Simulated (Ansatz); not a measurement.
Abridged output of a molecular run in Ansatz:

```
Functional definition: HF
1216 factors; integrals over basis functions are off by at most 1.6e-3 eV
mean field evaluation 1: about -11031.7390 eV, gradient 4.2e1 eV
mean field evaluation 2: about -11031.8573 eV, gradient 4.2e1 eV
mean field evaluation 4: about -11035.9015 eV, gradient 3.6e0 eV
mean field evaluation 8: about -11035.9596 eV, gradient 2.0e-1 eV
mean field -11035.95982207 eV, -405.5640430190 hartree, gradient 1.1e-6 eV, S^2 0.000000; 0 other end points of the search recorded, 0 dependent functions left out
8 core orbitals not correlated: weight in the atoms' cores, before any rotation towards them, 1.000 or more for the frozen orbitals, at most 0.000 for the correlated occupied ones
reference -11035.95982207 eV, -405.5640430190 hartree; 19, 19 occupied and 85, 85 virtual orbitals, 1216 factors
second order -18.68825837 eV of doubles, -0.00000000 eV of singles
cycle   1  -19.26459400 eV  change   -5.8e-1 eV  update   1.1e-1
cycle   2  -19.75833871 eV  change   -4.9e-1 eV  update   3.7e-2
cycle   3  -19.91479571 eV  change   -1.6e-1 eV  update   2.3e-2
cycle   4  -19.92427081 eV  change   -9.5e-3 eV  update   6.2e-3
cycle   5  -19.92142349 eV  change    2.8e-3 eV  update   2.9e-3
cycle   6  -19.92145839 eV  change   -3.5e-5 eV  update   9.3e-4
cycle   7  -19.92148321 eV  change   -2.5e-5 eV  update   3.8e-4
cycle   8  -19.92144433 eV  change    3.9e-5 eV  update   1.2e-4
cycle   9  -19.92144648 eV  change   -2.1e-6 eV  update   5.2e-5
cycle  10  -19.92145894 eV  change   -1.2e-5 eV  update   1.9e-5
perturbative correction -0.59595592 eV, -0.0219009762 hartree
Total energy: -11056.47723694 eV, -406.3180441079 hartree
```

Its atoms:

```xyz
11

C     0.091   -1.769   -1.845
C    -0.302   -0.538   -1.530
In    0.079    0.174    0.424
C    -0.118    1.794    1.787
F     1.001   -1.335    1.317
H     0.598   -2.409   -1.129
H    -0.078   -2.189   -2.835
H    -0.806    0.068   -2.279
H    -1.136    1.823    2.177
H     0.096    2.747    1.302
H     0.575    1.634    2.611
```

(1) Which basis set was used?
A. cc-pV(T+d)Z
B. def2-TZVPPD
C. def2-SVP
D. cc-pV(Q+d)Z

(2) Write the keys of the input that set method, charge and spin (a neutral closed shell needs none for the last two).

Answers

(1) C. It gives 112 functions.

(2) 
```yaml
correlation: {method: ccsd_t}
```
